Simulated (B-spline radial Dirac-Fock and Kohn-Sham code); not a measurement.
# Relativistic shifts of the levels of Pr²²⁺

System: Pr²²⁺, configuration [Kr] 4d1.

Both columns are ΔSCF binding energies of the configuration average from a radial B-spline solver: non-relativistic Hartree-Fock with a point nucleus, and Dirac-Fock with a finite nucleus and the Coulomb interaction alone, averaged over the two j levels with weights 2j+1.

```csv
shell,Hartree-Fock (eV),Dirac-Fock (eV),shift (eV),shift (%)
1s,40713.0,42814.3,+2101.26,+5.16
2s,6983.7,7516.9,+533.19,+7.63
2p,6630.9,6796.3,+165.44,+2.50
3s,2019.0,2142.9,+123.87,+6.14
3p,1865.7,1908.2,+42.48,+2.28
3d,1583.6,1572.3,-11.27,-0.71
4s,830.5,865.5,+34.96,+4.21
4p,763.3,775.5,+12.20,+1.60
4d,662.2,660.1,-2.08,-0.31
```

Relativity binds 1s, 2s, 2p, 3s, 3p, 4s, 4p more strongly, among those listed most of all 2s in relative terms, and 3d, 4d more weakly, because the contracted s and p shells screen the nucleus better.

Values without a named source are computed, but for edge energies of neutral atoms, which are taken from tables.
